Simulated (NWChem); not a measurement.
Everything below was run with NWChem. System: CdS, charge 0, spin multiplicity 1, at a geometry optimised with PBE/def2-SVP with def2 effective core potentials on Cd. The structure started from a generated list of species. Level: CCSD(T)/def2-TZVP with def2 effective core potentials on Cd, 9 core orbitals frozen.

Input file:

```
start mol
memory heap 100 mb stack 700 mb global 1900 mb
geometry units angstroms nocenter noautoz
  Cd     0.000000     0.000000     0.563960
  S      0.000000     0.000000    -1.691879
  symmetry group C2v
end
basis spherical
  * library def2-tzvp
end
ecp
  Cd library def2-ecp
end
scf
  rhf
  nopen 0
  maxiter 100
  thresh 1e-7
  semidirect memsize 60000000 filesize 0
end
tce
  freeze core 9
  ccsd(t)
  2eorb
  2emet 13
  thresh 1e-6
  maxiter 100
  tilesize 24
end
task tce energy
```

Output (cleaned and shortened):

```
             Northwest Computational Chemistry Package (NWChem) 7.3.0
             --------------------------------------------------------

                                NWChem Input Module
                                -------------------

 Scaling coordinates for geometry "geometry" by  1.889725989
 (inverse scale =  0.529177249)

 Turning off AUTOSYM since
 SYMMETRY directive was detected!

                             Geometry "geometry" -> ""
                             -------------------------

 Output coordinates in angstroms (scale by  1.889725989 to convert to a.u.)

  No.       Tag          Charge          X              Y              Z
 ---- ---------------- ---------- -------------- -------------- --------------
    1 Cd                  48.0000     0.00000000     0.00000000     0.56396000
    2 S                   16.0000     0.00000000     0.00000000    -1.69187900

 Effective nuclear repulsion energy (a.u.)     180.1583035100

            Nuclear Dipole moment (a.u.)
            ----------------------------
        X                 Y               Z
 ---------------- ---------------- ----------------
     0.0000000000     0.0000000000     0.0000302356

      Symmetry information
      --------------------

 Group name             C2v
 Group number             16
 Group order               4
 No. of unique centers     2

      Symmetry unique atoms

     1    2


 Summary of "ao basis" -> "" (spherical)
 ------------------------------------------------------------------------------
       Tag                 Description            Shells   Functions and Types
 ---------------- ------------------------------  ------  ---------------------
 *                         def2-tzvp                  on all atoms

 Summary of "ao basis" -> "ao basis" (spherical)
 ------------------------------------------------------------------------------
       Tag                 Description            Shells   Functions and Types
 ---------------- ------------------------------  ------  ---------------------
 Cd                        def2-tzvp                14       40   6s4p3d1f
 S                         def2-tzvp                13       37   5s5p2d1f

                                 NWChem SCF Module
                                 -----------------

  ao basis        = "ao basis"
  functions       =    77
  atoms           =     2
  closed shells   =    18
  open shells     =     0
  charge          =   0.00
  wavefunction    = RHF
  use symmetry    = T
  symmetry adapt  = T

 Summary of "ao basis" -> "ao basis" (spherical)
 ------------------------------------------------------------------------------
       Tag                 Description            Shells   Functions and Types
 ---------------- ------------------------------  ------  ---------------------
 Cd                        def2-tzvp                14       40   6s4p3d1f
 S                         def2-tzvp                13       37   5s5p2d1f

      Symmetry analysis of basis
      --------------------------

        a1         34
        a2          7
        b1         18
        b2         18

 Forming initial guess at       0.1s

      Superposition of Atomic Density Guess
      -------------------------------------

 Sum of atomic energies:        -589.39439767

      Non-variational initial energy
      ------------------------------

 Total energy =    -564.449946
 1-e energy   =    -996.573763
 2-e energy   =     357.057857
 HOMO         =      -0.305088
 LUMO         =      -0.140212

      Symmetry analysis of molecular orbitals - initial
      -------------------------------------------------

 !! scf_movecs_sym_adapt:   50 vectors were symmetry contaminated

  Symmetry fudging

 !! scf_movecs_sym_adapt:   48 vectors were symmetry contaminated

  Numbering of irreducible representations:

     1 a1          2 a2          3 b1          4 b2

  Orbital symmetries:

     1 a1          2 a1          3 a1          4 b1          5 b2
     6 a1          7 a1          8 b1          9 b2         10 a1
    11 b2         12 b1         13 a1         14 a2         15 a1
    16 a1         17 b1         18 b2         19 a1         20 b2
    21 b1         22 a1         23 a1         24 b1         25 b2
    26 a1         27 a1         28 b1

 Starting SCF solution at       1.3s

 ----------------------------------------------
         Quadratically convergent ROHF

 Convergence threshold     :          1.000E-07
 Maximum no. of iterations :          100
 Final Fock-matrix accuracy:          1.000E-09
 ----------------------------------------------

              iter       energy          gnorm     gmax       time
             ----- ------------------- --------- --------- --------
                 1     -564.2893288483  8.78D-01  2.89D-01      1.3
                 2     -564.3584729857  1.85D-01  6.45D-02      1.4
                 3     -564.3620032969  7.77D-03  2.76D-03      1.4
                 4     -564.3620154474  2.97D-05  8.30D-06      1.5
                 5     -564.3620154474  6.55D-09  1.95D-09      1.7

       Final RHF  results
       ------------------

         Total SCF energy =   -564.362015447437
      One-electron energy =   -997.002150706583
      Two-electron energy =    357.574175463299
 Nuclear repulsion energy =     75.065959795847

        Time for solution =      0.4s

       Symmetry analysis of molecular orbitals - final
       -----------------------------------------------

  Numbering of irreducible representations:

     1 a1          2 a2          3 b1          4 b2

  Orbital symmetries:

     1 a1          2 a1          3 a1          4 b2          5 b1
     6 a1          7 a1          8 b1          9 b2         10 a1
    11 b2         12 b1         13 a1         14 a2         15 a1
    16 a1         17 b1         18 b2         19 a1         20 b1
    21 b2         22 a1         23 a1         24 b2         25 b1
    26 a1         27 a1         28 b1

             Final eigenvalues
             -----------------

              1
    1  -91.8954
    2   -8.8976
    3   -6.5787
    4   -6.5763
    5   -6.5763
    6   -4.8785
    7   -3.2480
    8   -3.2441
    9   -3.2441
   10   -0.8647
   11   -0.7988
   12   -0.7988
   13   -0.7924
   14   -0.7924
   15   -0.7588
   16   -0.3563
   17   -0.3128
   18   -0.3128
   19   -0.0526
   20    0.0542
   21    0.0542
   22    0.1373
   23    0.1989
   24    0.3148
   25    0.3148
   26    0.3760
   27    0.4588
   28    0.5031

                       ROHF Final Molecular Orbital Analysis
                       -------------------------------------

 Vector   16  Occ=2.000000D+00  E=-3.563088D-01  Symmetry=a1
              MO Center=  1.2D-15, -7.1D-16, -6.6D-01, r^2= 3.2D+00
   Bfn.  Coefficient  Atom+Function         Bfn.  Coefficient  Atom+Function
  ----- ------------  ---------------      ----- ------------  ---------------
     5      0.544059  1 Cd s                 57      0.336395  2 S  pz
     3     -0.317483  1 Cd s                 60      0.227505  2 S  pz
     6      0.200190  1 Cd s                  4     -0.195854  1 Cd s
     2      0.185894  1 Cd s                 44     -0.170853  2 S  s
    45     -0.153311  2 S  s

 Vector   17  Occ=2.000000D+00  E=-3.127858D-01  Symmetry=b1
              MO Center= -2.7D-16,  3.1D-31, -1.5D+00, r^2= 1.9D+00
   Bfn.  Coefficient  Atom+Function         Bfn.  Coefficient  Atom+Function
  ----- ------------  ---------------      ----- ------------  ---------------
    55      0.486026  2 S  px                58      0.395033  2 S  px
    52      0.222095  2 S  px                46     -0.176201  2 S  px

 Vector   18  Occ=2.000000D+00  E=-3.127858D-01  Symmetry=b2
              MO Center= -3.3D-29, -2.2D-15, -1.5D+00, r^2= 1.9D+00
   Bfn.  Coefficient  Atom+Function         Bfn.  Coefficient  Atom+Function
  ----- ------------  ---------------      ----- ------------  ---------------
    56      0.486026  2 S  py                59      0.395033  2 S  py
    53      0.222095  2 S  py                47     -0.176201  2 S  py

 Vector   19  Occ=0.000000D+00  E=-5.259922D-02  Symmetry=a1
              MO Center= -5.6D-15, -4.5D-15,  8.3D-01, r^2= 5.3D+00
   Bfn.  Coefficient  Atom+Function         Bfn.  Coefficient  Atom+Function
  ----- ------------  ---------------      ----- ------------  ---------------
     6      0.651158  1 Cd s                 18      0.392151  1 Cd pz
    60     -0.313911  2 S  pz                57     -0.267349  2 S  pz
     9     -0.164701  1 Cd pz                15      0.165015  1 Cd pz
     5      0.154488  1 Cd s

 Vector   20  Occ=0.000000D+00  E= 5.416213D-02  Symmetry=b1
              MO Center= -5.7D-15, -1.1D-29,  6.7D-01, r^2= 6.6D+00
   Bfn.  Coefficient  Atom+Function         Bfn.  Coefficient  Atom+Function
  ----- ------------  ---------------      ----- ------------  ---------------
    16      1.005819  1 Cd px                58     -0.374739  2 S  px

 Vector   21  Occ=0.000000D+00  E= 5.416213D-02  Symmetry=b2
              MO Center= -9.7D-30, -4.6D-15,  6.7D-01, r^2= 6.6D+00
   Bfn.  Coefficient  Atom+Function         Bfn.  Coefficient  Atom+Function
  ----- ------------  ---------------      ----- ------------  ---------------
    17      1.005819  1 Cd py                59     -0.374739  2 S  py

 center of mass
 --------------
 x =   0.00000000 y =   0.00000000 z =   0.13141163

 moments of inertia (a.u.)
 ------------------
         453.669115511341           0.000000000000           0.000000000000
           0.000000000000         453.669115511341           0.000000000000
           0.000000000000           0.000000000000           0.000000000000

  Mulliken analysis of the total density
  --------------------------------------

    Atom       Charge   Shell Charges
 -----------   ------   -------------------------------------------------------
    1 Cd  20    19.32   0.04 -0.43  1.60  0.79  0.76  0.26  5.18  0.81  0.18  0.15  6.00  3.28  0.71  0.00
    2 S   16    16.68   2.01  0.49  1.48  1.06  0.91  4.17  1.70  0.84  2.27  1.72  0.01  0.03  0.00

       Multipole analysis of the density wrt the origin
       ------------------------------------------------

     L   x y z        total         open         nuclear
     -   - - -        -----         ----         -------
     0   0 0 0     -0.000000      0.000000     36.000000

     1   1 0 0     -0.000000      0.000000      0.000000
     1   0 1 0      0.000000      0.000000      0.000000
     1   0 0 1      2.986187      0.000000    -29.840406

     2   2 0 0    -26.053882      0.000000      0.000000
     2   1 1 0      0.000000      0.000000      0.000000
     2   1 0 1      0.000000      0.000000      0.000000
     2   0 2 0    -26.053882      0.000000      0.000000
     2   0 1 1     -0.000000      0.000000      0.000000
     2   0 0 2    -26.037978      0.000000    186.267752

                   NWChem Extensible Many-Electron Theory Module
                   ---------------------------------------------


            General Information
            -------------------
      Number of processors :     1
         Wavefunction type : Restricted Hartree-Fock
          No. of electrons :    36
           Alpha electrons :    18
            Beta electrons :    18
           No. of orbitals :   154
            Alpha orbitals :    77
             Beta orbitals :    77
        Alpha frozen cores :     9
         Beta frozen cores :     9
     Alpha frozen virtuals :     0
      Beta frozen virtuals :     0
         Spin multiplicity : singlet
    Number of AO functions :    77
       Number of AO shells :    27
        Use of symmetry is : on
      Symmetry adaption is : on
         Schwarz screening : 0.10D-09

          Correlation Information
          -----------------------
          Calculation type : Coupled-cluster singles & doubles w/ perturbation
   Perturbative correction : (T)
            Max iterations :      100
        Residual threshold : 0.10D-05
     T(0) DIIS level shift : 0.00D+00
     L(0) DIIS level shift : 0.00D+00
     T(1) DIIS level shift : 0.00D+00
     L(1) DIIS level shift : 0.00D+00
     T(R) DIIS level shift : 0.00D+00
     T(I) DIIS level shift : 0.00D+00
   CC-T/L Amplitude update :  5-th order DIIS
                I/O scheme : Global Array Library
        L-threshold :  0.10D-05
        EOM-threshold :  0.10D-05
 no EOMCCSD initial starts read in
 TCE RESTART OPTIONS
 SLICE:      F
 D4D5:       F
 quantumc:   F
 qrotation:  F
 pwtce:      F
 qducc:      F
 nacto:                         0
 nrotv:                         0
 nrot:                          0

            Memory Information
            ------------------
          Available GA space size is     249030871 doubles
          Available MA space size is     104838660 doubles

 Maximum block size supplied by input
 Maximum block size        24 doubles

 tile_dim =     14

 -------------------------------------------------

 Global array virtual files algorithm will be used

 Parallel file system coherency ......... OK

 4-electron integrals stored in orbital form

 v2    file size   =          1203262
 4-index algorithm nr.  13 is used
 imaxsize =       30
 imaxsize ichop =        0


CCSD iterations
 ---------------------------------------------------------
 Iter          Residuum       Correlation     Cpu    Wall
 ---------------------------------------------------------
    1   0.1603348437049  -0.5102216612478     0.7     0.7
    2   0.0366029241835  -0.4947269970121     0.7     0.7
    3   0.0130854091361  -0.5042099350689     0.6     0.6
    4   0.0072193228508  -0.5044326066734     0.6     0.6
    5   0.0031702240509  -0.5054631936034     0.6     0.6
    6   0.0015027064863  -0.5057333311843     0.6     0.6
    7   0.0009840174994  -0.5057522905233     0.6     0.6
    8   0.0004550871780  -0.5057897605669     0.6     0.6
    9   0.0003830778067  -0.5057810569541     0.6     0.6
   10   0.0002039181685  -0.5058063525153     0.6     0.6
   11   0.0000746284965  -0.5058202341667     0.6     0.6
   12   0.0000392545822  -0.5058185958470     0.6     0.6
   13   0.0000283096731  -0.5058180366120     0.6     0.6
   14   0.0000184626037  -0.5058176910073     0.6     0.6
   15   0.0000133258329  -0.5058174358990     0.6     0.6
   16   0.0000031148385  -0.5058169207665     0.6     0.6
   17   0.0000015379180  -0.5058171924011     0.6     0.6
   18   0.0000010483121  -0.5058171877579     0.6     0.6
   19   0.0000006487616  -0.5058172612070     0.6     0.6
 -----------------------------------------------------------------
 Iterations converged
 CCSD correlation energy / hartree =        -0.505817261206964
 CCSD total energy / hartree       =      -564.867832708644187

 Singles contributions

 Doubles contributions
    19a1  (alpha)    19a1  (beta ) ---    16a1  (alpha)    16a1  (beta )       -0.1295100299
 CCSD(T)
 Using plain CCSD(T) code
             total no. of tasks          925
 total no. of tasks / no. procs          925
                         wl_min          216           2.4
                         wl_max       163072           7.4
        thresh for no. of tasks          925

 CCSD[T]  correction energy / hartree =        -0.020944842831012
 CCSD[T] correlation energy / hartree =        -0.526762104037976
 CCSD[T] total energy / hartree       =      -564.888777551475187
 CCSD(T)  correction energy / hartree =        -0.019560624163540
 CCSD(T) correlation energy / hartree =        -0.525377885370505
 CCSD(T) total energy / hartree       =      -564.887393332807733

 Task  times  cpu:       28.5s     wall:       28.5s

 Total times  cpu:       28.6s     wall:       28.6s
```
